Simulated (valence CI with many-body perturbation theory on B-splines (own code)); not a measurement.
**Ce52+: what the settings do**

Calculated by relativistic CI+MBPT: four valence electrons over a frozen Dirac-Fock core [He], a basis of 6 s, 6 p, 5 d, 3 f, 1 g functions for each j, with the one-electron correlation potential Σ1 (screened to all orders), the two-electron term Σ2, the three-electron term Σ3, Breit, model QED; selected single and double excitations, second order for the rest, scaled by the run's own slope (own B-spline code, finite nucleus).

The last digits are not significant, and no measured levels were compared; by estimate large intervals hold to a few tenths of a per cent, small ones and those within an open d or f shell to about a per cent.

The reference run has the lowest level (2s^2 2p1/2^2) J=0 and an ionisation energy of 10543.8 eV. Its largest variational space holds 9999 state functions.

Levels are named by their leading jj configuration (3d3/2^4 stands for four electrons in 3d with j = 3/2), which in mixed levels can hold well under half, so a name can repeat and another be missing. Letters in brackets count levels of one name in rising energy.

Changed runs:
A. Breit term on → off; QED terms on → off; screening of Σ1 on → off
B. Breit term on → off; cutoff of virtual states (hartree) 6728 → 5220
C. scale of Σ1 1 → 0; scale of Σ2 1 → 0; three-electron term on → off
D. correlating orbitals by l 3 3 3 2 1 → 0 0 0 0 0 (bad on purpose)

Excitation energies of the reference run in cm⁻¹, and shifts in cm⁻¹:

| Level | Reference | A | B | C | D |
| --- | --- | --- | --- | --- | --- |
| (2s^2 2p1/2 2p3/2) J=1 | 3719330 | +57573 | +64440 | -667 | -1413 |
| (2s^2 2p1/2 2p3/2) J=2 | 3852470 | +88479 | +95348 | -700 | +120 |
| (2s 2p1/2^2 2p3/2) J=2 | 5386250 | +78060 | +22691 | +2805 | -986 |
| (2s 2p1/2^2 2p3/2) J=1 | 5916810 | +66883 | +11237 | +4575 | +4405 |
| (2s^2 2p3/2^2) J=2 | 7686220 | +129617 | +142251 | -1568 | -1186 |
| (2s^2 2p3/2^2) J=0 | 8046550 | +96932 | +109335 | -1793 | -366 |
| (2s 2p1/2 2p3/2^2) J=2 [a] | 8951030 | +125227 | +76507 | +1611 | -3913 |
| (2s 2p1/2 2p3/2^2) J=3 | 9253220 | +171444 | +122636 | +2061 | -206 |
| (2s 2p1/2 2p3/2^2) J=0 | 9588070 | +102251 | +53453 | +1776 | +1441 |
| (2s 2p1/2 2p3/2^2) J=1 [a] | 9721150 | +121667 | +72602 | +4214 | +2774 |
| (2s 2p1/2 2p3/2^2) J=2 [b] | 9803820 | +151909 | +102840 | +4025 | +4772 |
| (2s 2p1/2 2p3/2^2) J=1 [b] | 9830250 | +118408 | +69363 | +3182 | +3726 |
| Ionisation energy (eV) | 10543.8 | +16.8 | +17.0 | -0.29 | -0.9 |
